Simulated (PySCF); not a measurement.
CHF2, SMILES F[CH]F, multiplicity 2.

Coordinates come from a PBE0-D3(BJ)/def2-TZVP optimisation. The isomer is the one that the SMILES or the coordinates give; other isomers of the formula were not compared.

Two levels are set side by side: PBE/def2-TZVPD (PySCF) and M06-2X/def2-TZVPD (PySCF). Same geometry, gas phase. Differences are taken from unrounded values.

| quantity | M06-2X |
|---|---|
| α-spin orbital gap (eV) | 8.92 |
| β-spin orbital gap (eV) | 12.85 |
| dipole moment (D) | 1.42 |
| mean polarisability (bohr³) | 16.5 |

**Question.** What does PBE give, and how far is it from M06-2X? (The exact figures need the calculation; the answer reports its results.)

**Answer.** 
```json
[
 {"quantity": "α-spin orbital gap (eV)", "PBE": "5.19", "PBE minus M06-2X": "-3.73"},
 {"quantity": "β-spin orbital gap (eV)", "PBE": "7.09", "PBE minus M06-2X": "-5.76"},
 {"quantity": "dipole moment (D)", "PBE": "1.21", "PBE minus M06-2X": "-0.21"},
 {"quantity": "mean polarisability (bohr³)", "PBE": "18.2", "PBE minus M06-2X": "1.7"}
]
```

PBE's more diffuse valence density responds more strongly to a field. Differences between two approximate levels are no errors against the true value.

Rough cost on one machine, each run with all the roots and properties that it gave: M06-2X against PBE about 2 times.
